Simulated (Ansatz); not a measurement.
System: ReF₃ (charge 0, quintet). The spin state was set by rule; other spins were not relaxed. SMILES: [F][Re]([F])[F]
Geometry: optimised at B3LYP-D3(BJ)/def2-TZVP (Ansatz, a program for electronic structure).

Property: atomisation energy (electronic, to ground-state atoms), in kcal/mol. Valence correlation only, unless marked. Open shells are spin-unrestricted. Spin-orbit coupling is left out. The frozen core is the preceding noble-gas configuration, with the filled d and f shells of earlier blocks. Past Kr the def2 sets carry scalar-relativistic core potentials. The coupled-cluster limit lacks core correlation, which all-electron functionals hold. Basis-set limits of correlation are two-point, X^-3; Hartree-Fock from the larger set. The bracket is a focal-point correction in the basis named.

```json
[
 {"level": "PBE-D4/def2-TZVPD", "program": "Ansatz + dftd4", "atomisation energy (kcal/mol)": "354.2"},
 {"level": "revPBE/def2-TZVPD", "program": "Ansatz", "atomisation energy (kcal/mol)": "…"},
 {"level": "r2SCAN-D4/def2-TZVPD", "program": "Ansatz + dftd4", "atomisation energy (kcal/mol)": "339.8"},
 {"level": "PBE0-D3(BJ)/def2-TZVP", "program": "Ansatz + dftd3", "atomisation energy (kcal/mol)": "324.0"},
 {"level": "PBE0/def2-TZVP", "program": "Ansatz", "atomisation energy (kcal/mol)": "322.9"},
 {"level": "r2SCAN0/def2-TZVPD", "program": "Ansatz", "atomisation energy (kcal/mol)": "312.7"},
 {"level": "HSE06-D3(BJ)/def2-TZVPD", "program": "Ansatz + dftd3", "atomisation energy (kcal/mol)": "325.1"},
 {"level": "CAM-B3LYP-D3(BJ)/def2-TZVPD", "program": "Ansatz + dftd3", "atomisation energy (kcal/mol)": "332.7"},
 {"level": "CAM-B3LYP/def2-TZVPD", "program": "Ansatz", "atomisation energy (kcal/mol)": "331.7"},
 {"level": "LC-wPBE/def2-TZVPD", "program": "Ansatz", "atomisation energy (kcal/mol)": "…"},
 {"level": "B2PLYP-D3(BJ)/def2-TZVPD", "program": "Ansatz + dftd3", "atomisation energy (kcal/mol)": "326.2"},
 {"level": "B2PLYP/def2-TZVPD", "program": "Ansatz", "atomisation energy (kcal/mol)": "325.0"},
 {"level": "SCS-MP2/def2-TZVPP", "program": "Ansatz", "atomisation energy (kcal/mol)": "325.1"},
 {"level": "CCSD/def2-SVP", "program": "Ansatz", "atomisation energy (kcal/mol)": "…"},
 {"level": "RI-MP2/CBS(def2-TZVPP,def2-QZVPP)+[CCSD(T)-MP2]/def2-TZVPP", "program": "Ansatz", "atomisation energy (kcal/mol)": "325.1"}
]
```

### Question
Complete the blanks.

### Answer

- revPBE/def2-TZVPD, atomisation energy (kcal/mol): 334.7
- LC-wPBE/def2-TZVPD, atomisation energy (kcal/mol): 341.1
- CCSD/def2-SVP, atomisation energy (kcal/mol): 284.4
